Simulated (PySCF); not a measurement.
OTi (SMILES [O]=[Ti]), triplet, geometry from GFN2-xTB (such geometries of metal compounds can be far from the true shape). Base run: M06/STO-3G (PySCF).

Geometry (Å):
```xyz
2

Ti     0.0000     0.0000    -0.4474
O      0.0000     0.0000     1.2303
```
Charge 0, spin multiplicity 3.
Orbitals are unrestricted.
All else is at PySCF's defaults.
Base energy -914.63622 Eh.

Each row names what was changed in the base input (with any setting that the change needs).

| change | ΔE vs base (mEh) | grid points | electrons on the grid | outcome |
|---|---|---|---|---|
| base | 0.000 | 34992 | 30.00000 | converged |
| grids.atom_grid = (75, 302) | 0.108 | 27336 | 30.00000 | converged |
| small_rho_cutoff = 0 | 0.000 | 34992 | 30.00000 | converged |
| grids.becke_scheme = stratmann | 0.003 | 34992 | 30.00000 | converged |
| grids.level = 5 | 0.051 | 88256 | 30.00000 | converged |
| grids.atom_grid = (99, 590) | 0.052 | 59872 | 30.00000 | converged |
| grids.prune = off | 0.180 | 61712 | 30.00000 | converged |
| grids.atom_grid = (150, 974) | 0.048 | 148840 | 30.00000 | converged |
| grids.atom_grid = (30, 110) | -116.2 | 4872 | 29.99861 | converged |
| grids.radi_method = mura_knowles | 0.009 | 31880 | 30.00000 | converged |
| grids.prune = dft.gen_grid.sg1_prune | - | - | - | input refused |

Open shells are given as the SCF converged; they aren't shown to be the lowest states, and a large step between rows can be another state.

- grids.prune = dft.gen_grid.sg1_prune: ended with `IndexError: index 22 is out of bounds for axis 0 with size 19`
